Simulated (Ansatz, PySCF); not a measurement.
Gas-phase reaction R1 + R2 → 2 P1, each structure at its B3LYP-D3(BJ)/def2-TZVP stationary point, reached from a drawn start (curvature not checked).
R1: Li2 (SMILES [Li][Li]), charge 0, multiplicity 1.
R2: Na2 (SMILES [Na][Na]), charge 0, multiplicity 1.
P1: LiNa (SMILES [Li][Na]), charge 0, multiplicity 1.

P less R. No zero-point or thermal terms.

Correlated levels freeze the cores. CBS(a, b) extrapolates the correlation energy as X⁻³ and adds the Hartree–Fock energy of set b.

Codes used: Ansatz (Gaussian orbitals); PySCF for the D3/D4 terms. All values are computed, each at the level named.

PBE/def2-TZVPP gives 2.5 kJ/mol for the reaction energy.

Question: Where do these levels fall relative to PBE: PBE-D3(BJ)/def2-TZVPP, r2SCAN/def2-TZVPP, B3LYP/def2-TZVPP, wB97M-V/def2-TZVPP, B2PLYP/def2-TZVPP, MP2/CBS(def2-TZVPP, def2-QZVPP), CCSD(T)/CBS(def2-TZVPP, def2-QZVPP).

Answer: PBE-D3(BJ)/def2-TZVPP 0.0; r2SCAN/def2-TZVPP 0.1; B3LYP/def2-TZVPP 0.5; wB97M-V/def2-TZVPP -0.7; B2PLYP/def2-TZVPP 0.3; MP2/CBS(def2-TZVPP, def2-QZVPP) 0.6; CCSD(T)/CBS(def2-TZVPP, def2-QZVPP) 1.2 kJ/mol. 5 of 7 lie above PBE; the widest gap is to CCSD(T)/CBS(def2-TZVPP, def2-QZVPP).

Ansatz is a quantum-chemistry and plane-wave program.
